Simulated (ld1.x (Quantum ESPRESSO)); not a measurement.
Pseudopotential generation for nitrogen (N): TM, PBE, non-relativistic.

nitrogen (N), norm-conserving Troullier–Martins (Kleinman–Bylander form), made with ld1.x (Quantum ESPRESSO) 7.5 (PBE, non-relativistic). Core [He], reference 2s2 2p2.5 (charge +0.5). Waves: 2p (bound): rc 2.25 bohr; 3d channel at 0.3 Ry: rc 1.70 bohr; 2s (bound): rc 1.00 bohr. Local part: the s channel. Core correction: none.

**Question.** Estimate the cutoffs (Ry, on a coarse ladder) from which the occupation-weighted sum of valence levels, in a spherical-Bessel basis at the reference potential, stays within 10 and 1 mRy of its value at 400 Ry.

**Answer.** 50 Ry and 140 Ry.

**Question.** What does a ghost test show?

**Answer.** No extra level below or beside the all-electron valence levels (p, d, s, f tested).

**Question.** Which valence shell sets the plane-wave cutoff?

**Answer.** 2s: its level needs 120 Ry to come within 1 mRy, against 35 Ry for 2p.

**Question.** Tests: 2s2 2p3; 2s2 2p2; 2s2 2p1; 2s1 2p0; 2s2 2p0; 2s0 2p5; 2s2 2p3.3. Which has the largest error in its energy relative to the reference configuration, and how large is it?

**Answer.** 2s1 2p0, with +3390 meV (all-electron minus pseudo) on +162.21 eV.
